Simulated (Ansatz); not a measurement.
Program: Ansatz. Geometries: PBE0-D4/def2-TZVP. ΔE: electronic, gas phase. CCSD(T)/CBS is the MP2 limit (def2-TZVPP, def2-QZVPP) plus CCSD(T) − MP2 in def2-TZVPP, frozen cores. DFT in def2-TZVPP. For Ge outer-core shells are correlated without core-valence functions, which leaves a few kJ/mol of doubt a bond. Scalar relativity is left out up to krypton. Each species was taken in one conformer, which may not be the lowest.

`C=C[CH2][GeH3]` + `O[SiH2]F` → `F[SiH2][O][GeH3]` + propene  (ligand exchange at a Ge–C bond)

`C=C[CH2][GeH3]`:

Z-matrix (Å, degrees):
```
C
C 1 1.485
Ge 1 1.972 2 111.2
H 1 1.092 2 111.4 3 -120.3
H 1 1.094 2 111.3 3 119.1
C 2 1.328 1 125.4 3 106.3
H 2 1.089 1 115.9 3 -71.9
H 3 1.539 1 109.6 2 54.3
H 3 1.540 1 110.3 2 174.2
H 3 1.537 1 109.5 2 -65.3
H 6 1.086 2 121.5 1 1.7
H 6 1.083 2 121.4 1 -178.3
```

`O[SiH2]F`:

Z-matrix (Å, degrees):
```
Si
F 1 1.596
O 1 1.630 2 111.0
H 1 1.482 2 106.0 3 121.4
H 1 1.474 2 108.2 3 -116.3
H 3 0.958 1 119.1 2 71.8
```

`F[SiH2][O][GeH3]`:

```xyz
9

F    -2.018    1.275   -0.003
Si   -1.138    0.378    0.985
O     0.391    0.315    0.472
Ge    1.254   -0.375   -0.927
H    -1.162    1.023    2.313
H    -1.762   -0.967    0.984
H     0.457   -1.591   -1.426
H     2.635   -0.776   -0.399
H     1.343    0.718   -1.998
```

`C=CC`:

Cartesian coordinates in Å:
```
C 0.273 1.102 0.794
C 0.512 0.154 -0.102
C -0.465 -0.886 -0.528
H -0.688 1.181 1.292
H 1.028 1.832 1.062
H 1.492 0.115 -0.574
H -0.653 -0.831 -1.605
H -0.079 -1.892 -0.330
H -1.419 -0.776 -0.008
```

```
           species  revPBE-D4 energy (Eh)
  `C=C[CH2][GeH3]`            -2195.97477
        `O[SiH2]F`             -466.44717
`F[SiH2][O][GeH3]`            -2544.50802
            `C=CC`             -117.93029
```

(1) Work out ΔE.

Largest T1 diagnostic among the species: 0.012.

Results:

(1) ΔE = (-2544.50802) + (-117.93029) − (-2195.97477) − (-466.44717) = -0.01637 Eh = -43.0 kJ/mol. CCSD(T)/CBS gives -49.2 kJ/mol.

From BLYP to BHLYP (50 % exact exchange), in def2-TZVPP and without D4, ΔE moves by −7.5 kJ/mol. At CCSD(T), def2-SVP lies −14.0 kJ/mol from the extrapolated value and def2-TZVPP −3.1 kJ/mol.
